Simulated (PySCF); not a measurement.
SnCl, SMILES [Cl][Sn+] (connectivity only; charge and spin as stated), charge +1, multiplicity 1.

Geometry: PBE0-D3(BJ)/def2-TZVP. The spin state was assumed, not searched. The def2 effective core potentials stand for the cores of Sn; spin–orbit coupling is left out.

The numbers are results of PySCF with TDDFT-LC-ωPBE/def2-TZVPD, not measurements.

Vertical excitations; the highest root listed may be one member of a degenerate set.  State labels are in the subgroup C2v.

| state | symmetry | energy (eV) | λ (nm) | f | main pairs |
|---|---|---|---|---|---|
| S1 | B1 | 4.91 | 252 | 0.052 | HOMO→LUMO (degenerate set) |
| S2 | B2 | 4.91 | 252 | 0.052 | HOMO→LUMO+1 (degenerate set) |
| S3 | A2 | 5.37 | 231 | 0.000 | HOMO−2→LUMO+1 49 %, HOMO−1→LUMO 49 % |
| S4 | A1 | 5.46 | 227 | 0.000 | HOMO−1→LUMO+1, HOMO−2→LUMO (degenerate set) |
| S5 | A2 | 5.46 | 227 | 0.000 | HOMO−1→LUMO, HOMO−2→LUMO+1 (degenerate set) |
| S6 | A1 | 6.31 | 197 | 0.033 | HOMO−2→LUMO 43 %, HOMO−1→LUMO+1 43 %, HOMO→LUMO+2 13 % |
| S7 | B1 | 8.17 | 152 | 0.014 | HOMO−2→LUMO+2 (degenerate set) |
| S8 | B2 | 8.17 | 152 | 0.014 | HOMO−1→LUMO+2 (degenerate set) |
| S9 | A1 | 9.24 | 134 | 1.497 | HOMO→LUMO+2 84 % |
| S10 | B1 | 10.09 | 123 | 0.228 | HOMO−3→LUMO 94 % |
| T1 | B2 | 3.75 | 330 | 0 | HOMO→LUMO+1 (degenerate set) |
| T2 | B1 | 3.75 | 330 | 0 | HOMO→LUMO (degenerate set) |
| T3 | A1 | 4.92 | 252 | 0 | HOMO−2→LUMO 48 %, HOMO−1→LUMO+1 48 % |
| T4 | A2 | 5.12 | 242 | 0 | HOMO−1→LUMO 49 %, HOMO−2→LUMO+1 49 % |
Triplets are in the Tamm–Dancoff approximation, which puts them higher than full response would, so one can lie above its singlet here.
